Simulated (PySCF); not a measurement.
Computed IR spectrum (relative IR intensity) of a molecule C5H12Si. Geometry: PBE-D3(BJ)/def2-SVP. One conformer was computed; it need not be the lowest. Computed with PBE-D3(BJ)/def2-SVP run with PySCF 2.14.0. Frequencies are harmonic and unscaled.

Lines under 2 % of the strongest are left out, and lines within 2 cm⁻¹ are merged.

ν (cm⁻¹): 572 (vw), 625 (w), 630 (w), 766 (vw), 816 (m), 889 (vs), 903 (m), 916 (m), 938 (vw), 1007 (vw), 1093 (vw), 1261 (vw), 1406 (vw), 1410 (vw), 1417 (vw), 1422 (w), 1441 (vw), 2145 (m), 2151 (s), 2157 (s), 2958 (w), 2969 (m), 3039 (w), 3041 (w), 3044 (w), 3049 (w), 3071 (w), 3132 (vw) (against the strongest line: vs over 80 %, s over 45 %, m over 15 %, w over 4 %, vw less)

Q: Which molecule gave these data?
(A) C[C@H]1C[C@@H]([SiH3])C1
(B) CC1(C[SiH3])CC1
(C) C[C@@H]1C[C@@]1(C)[SiH3]
(D) CC/C=C/[SiH2]C

A: C, C[C@@H]1C[C@@]1(C)[SiH3]
